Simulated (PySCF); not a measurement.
## Fractional electron number in Hf (hafnium, neutral)

The 5d alpha orbital of [Xe] 4f14 5d2 6s2 is emptied in steps (occupation f), with all orbitals relaxed, ending at [Xe] 4f14 5d1 6s2. Computed with PySCF 2.14 in def2-TZVPPD with the def2 core potential (60 electrons), with a scalar-relativistic core potential. The exact energy is a straight line in f; departures are measured from the line between the end points of the same method.

```tsv
f	PBE0 (eV)	r2SCAN (eV)
1	0.000	0.000
0.8	-0.412	-0.561
0.6	-0.623	-0.846
0.4	-0.628	-0.849
0.2	-0.421	-0.566
0	0.000	0.000
```

| method | E(f=0) − E(f=1) (eV) | −ε at f=1 (eV) | −ε at f=0.4 (eV) |
| --- | --- | --- | --- |
| PBE0 | 7.008 | 4.459 | 7.510 |
| r2SCAN | 7.263 | 3.784 | 7.964 |

Orbital energy along the path (eV):

| f | PBE0 | r2SCAN |
| --- | --- | --- |
| 1 | -4.459 | -3.784 |
| 0.8 | -5.444 | -5.139 |
| 0.6 | -6.463 | -6.539 |
| 0.4 | -7.510 | -7.964 |
| 0.2 | -8.576 | -9.388 |
| 0 | -9.645 | -10.790 |

Reference removal energy between the ground levels: 6.825 eV (measured; NIST Atomic Spectra Database, ionization energies). The calculation has no spin-orbit coupling.
